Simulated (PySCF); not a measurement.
C7H5N.
Structure used (PBE0-D3(BJ)/def2-SVP), in Å, numbered top down from 1:
```
atom  x, y, z in Å
C1     3.9827   -0.0950   -0.2595
N2     2.8065   -0.1140   -0.2541
C3     1.4293   -0.1382   -0.2477
C4     0.7588   -1.3667   -0.2186
C5    -0.6322   -1.3845   -0.2123
C6    -1.3517   -0.1898   -0.2348
C7    -0.6771    1.0308   -0.2637
C8     0.7135    1.0645   -0.2703
H9     1.3382   -2.2911   -0.2016
H10   -1.1580   -2.3416   -0.1898
H11   -2.4436   -0.2100   -0.2297
H12   -1.2382    1.9677   -0.2812
H13    1.2581    2.0097   -0.2926
```

Computed at PBE0/pcSseg-1 (PySCF, non-relativistic), with Q(14N) = 0.02044 b: N2, 14N (I = 1): χzz = 0.663 MHz, η = 0.728.

(1) Where would the pure quadrupole (NQR) lines of 14N at N2 fall for the rigid, isolated species?

Answers

(1) From ν± = (3/4)|χ|(1 ± η/3) and ν0 = |χ|η/2: ν+ 0.618 MHz, ν− 0.376 MHz, ν0 0.241 MHz (isocyanide nitrogen).

In a crystal, neighbours and librations shift these lines. With so small a basis the couplings can be 20 % off.
